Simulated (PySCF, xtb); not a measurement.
CH4ClInO, SMILES C[O][InH][Cl].

GFN2-xTB in xtb 6.7.1 at its own geometry gives an orbital gap of 3.14 eV and a dipole moment of 2.83 D.

Coordinates come from a PBE0-D3(BJ)/def2-SVP optimisation. The structure was generated by enumeration; whether it is a known compound was not checked. The def2 effective core potentials stand for the cores of In; spin–orbit coupling is left out. One conformer was computed; it need not be the lowest.

Task: What does PBE/def2-TZVP in PySCF give? (An estimate is asked for; the answer gives what the named calculation found.)

Result: gap 3.87 eV (levels -6.29 and -2.42 eV), dipole 3.06 D.
